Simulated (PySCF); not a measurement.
**RbAl: frontier orbitals**

PBE at R = 3.572 Å; basis Rb def2-SVPD with ECP28, Al def2-SVPD; scalar-relativistic core potentials; PySCF 2.14. State: ³Π (triplet), unpaired electrons σ ↑, π ↑. Only the outer orbitals are listed, counted within each symmetry, core potentials removing the inner ones.

```json
{"spin": "α", "orbital": "4σ", "occ.": "1", "ε (eV)": "-32.69", "on Rb (%)": "100", "main shells (%)": "100 Rb s"}
{"spin": "α", "orbital": "2π", "occ.": "1", "ε (eV)": "-16.46", "on Rb (%)": "100", "main shells (%)": "100 Rb p"}
{"spin": "α", "orbital": "2π", "occ.": "1", "ε (eV)": "-16.43", "on Rb (%)": "100", "main shells (%)": "100 Rb p"}
{"spin": "α", "orbital": "5σ", "occ.": "1", "ε (eV)": "-16.40", "on Rb (%)": "99", "main shells (%)": "99 Rb p"}
{"spin": "α", "orbital": "6σ", "occ.": "1", "ε (eV)": "-6.98", "on Rb (%)": "4", "main shells (%)": "96 Al s"}
{"spin": "α", "orbital": "7σ", "occ.": "1", "ε (eV)": "-2.87", "on Rb (%)": "48", "main shells (%)": "51 Al p, 48 Rb s"}
{"spin": "α", "orbital": "3π", "occ.": "1", "ε (eV)": "-2.37", "on Rb (%)": "14", "main shells (%)": "85 Al p"}
{"spin": "α", "orbital": "3π", "occ.": "0", "ε (eV)": "-2.14", "on Rb (%)": "17", "main shells (%)": "83 Al p, 10 Rb p"}
{"spin": "α", "orbital": "8σ", "occ.": "0", "ε (eV)": "-1.79", "on Rb (%)": "62", "main shells (%)": "41 Rb s, 36 Al p, 20 Rb p"}
{"spin": "α", "orbital": "4π", "occ.": "0", "ε (eV)": "-0.69", "on Rb (%)": "95", "main shells (%)": "83 Rb p, 12 Rb d"}
{"spin": "β", "orbital": "4σ", "occ.": "1", "ε (eV)": "-32.64", "on Rb (%)": "100", "main shells (%)": "100 Rb s"}
{"spin": "β", "orbital": "2π", "occ.": "1", "ε (eV)": "-16.40", "on Rb (%)": "100", "main shells (%)": "100 Rb p"}
{"spin": "β", "orbital": "2π", "occ.": "1", "ε (eV)": "-16.36", "on Rb (%)": "100", "main shells (%)": "100 Rb p"}
{"spin": "β", "orbital": "5σ", "occ.": "1", "ε (eV)": "-16.31", "on Rb (%)": "100", "main shells (%)": "100 Rb p"}
{"spin": "β", "orbital": "6σ", "occ.": "1", "ε (eV)": "-6.10", "on Rb (%)": "3", "main shells (%)": "96 Al s"}
{"spin": "β", "orbital": "7σ", "occ.": "0", "ε (eV)": "-2.06", "on Rb (%)": "71", "main shells (%)": "73 Rb s, 28 Al p"}
{"spin": "β", "orbital": "3π", "occ.": "0", "ε (eV)": "-1.72", "on Rb (%)": "15", "main shells (%)": "84 Al p, 8 Rb p"}
{"spin": "β", "orbital": "3π", "occ.": "0", "ε (eV)": "-1.07", "on Rb (%)": "25", "main shells (%)": "74 Al p, 16 Rb p, 9 Rb d"}
```

Problem. Which are the highest filled and the lowest empty level, where do they sit, and how wide is the gap?

Solution. Highest filled α 3π at -2.37 eV (in %: 85 Al p); lowest empty α 3π at -2.14 eV (in %: 83 Al p, 10 Rb p); the gap at PBE is 0.23 eV. Both belong to one degenerate shell, split only by its one-sided filling, so this is no excitation gap.

```json
{"bond order (Mayer)": "0.84", "⟨S²⟩": "2.003", "charge on Rb (Mulliken, basis-dependent)": "0.33", "charge on Rb (Löwdin, basis-dependent)": "0.19", "dipole moment (positive dipole means Rb(−)Al(+))": "-6.48 D", "polarisability along the bond": "407.2 bohr³", "polarisability across the bond": "198.3 bohr³"}
```

Spin–orbit coupling is left out. The state was picked by a PBE0 search and need not be the measured ground state.
